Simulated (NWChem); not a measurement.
# Ionisation of tert-butyl chloride (C$_{4}$H$_{9}$Cl)

SMILES: C(C)(C)(Cl)C
```xyz
14

C      0.8263    -0.7038     1.2586
C      0.3600     0.0100     0.0000
C      0.8263    -0.7038    -1.2586
C      0.7656     1.4751     0.0000
Cl    -1.4703    -0.0410     0.0000
H      1.9277    -0.6991     1.3030
H      0.4406    -0.2050     2.1592
H      0.4832    -1.7483     1.2681
H      0.4832    -1.7483    -1.2681
H      0.4406    -0.2050    -2.1592
H      1.9277    -0.6991    -1.3030
H      1.8649     1.5571     0.0000
H      0.3794     1.9900     0.8914
H      0.3794     1.9900    -0.8914
```
Charge 0, spin multiplicity 1.

All runs are NWChem calculations. All single points use one geometry, from PBE0/def2-SVP, held to Cs symmetry and with no frequency check, so it may be a saddle point.

Basis set: def2-SVP. −ε marks an orbital energy of the parent.

B3LYP has NWChem's definition, with VWN1-RPA local correlation.

Question: One of these methods gave a first vertical ionisation energy of 11.42 eV. Which?
(A) −ε(HOMO) of B3LYP
(B) −ε(HOMO) of HF
(C) −ε(HOMO) of LDA (SVWN5)
(D) −ε(HOMO) of M06-2X

Answer: B, −ε(HOMO) of HF. The others give 6.62 (−ε(HOMO) of LDA (SVWN5)), 7.69 (−ε(HOMO) of B3LYP), 9.38 (−ε(HOMO) of M06-2X).
